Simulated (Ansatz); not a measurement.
`FB(Cl)C[SiH3]`, relaxed with RKS PBE0-D4/def2-TZVP in Ansatz 0.2.0 from a PBE-D4/def2-SVP geometry. The force threshold is 0.005 eV/Å; the program also tests the step.

The species carries charge 0 and has multiplicity 1.

Start:

```xyz
10

F    -2.355    0.787    0.105
B    -1.103    0.918    0.547
Cl   -0.908    1.294    2.269
C     0.115    0.692   -0.392
Si    0.735   -1.111   -0.264
H    -0.160    0.868   -1.453
H     0.975    1.334   -0.117
H     1.863   -1.330   -1.234
H     1.222   -1.389    1.131
H    -0.382   -2.063   -0.591
```

Question: By how much does the energy fall, and how many steps does the optimiser take? (Estimate.)

Answer: Computed: 2.93 kJ/mol, in 9 steps.

Question: Which bonds change most? (An estimate is asked.)

Answer: The calculation gave: C4–Si5 from 1.911 to 1.890 Å; Si5–H8 from 1.504 to 1.486 Å; Si5–H9 from 1.503 to 1.485 Å; Si5–H10 from 1.504 to 1.486 Å.

Question: Give the relaxed structure. (Best estimate.)

Answer: Ansatz gave: 
```xyz
10

F    -2.335    0.772    0.106
B    -1.097    0.915    0.546
Cl   -0.912    1.334    2.246
C     0.114    0.675   -0.378
Si    0.730   -1.108   -0.267
H    -0.152    0.854   -1.424
H     0.962    1.307   -0.104
H     1.843   -1.303   -1.232
H     1.217   -1.394    1.106
H    -0.370   -2.050   -0.598
```
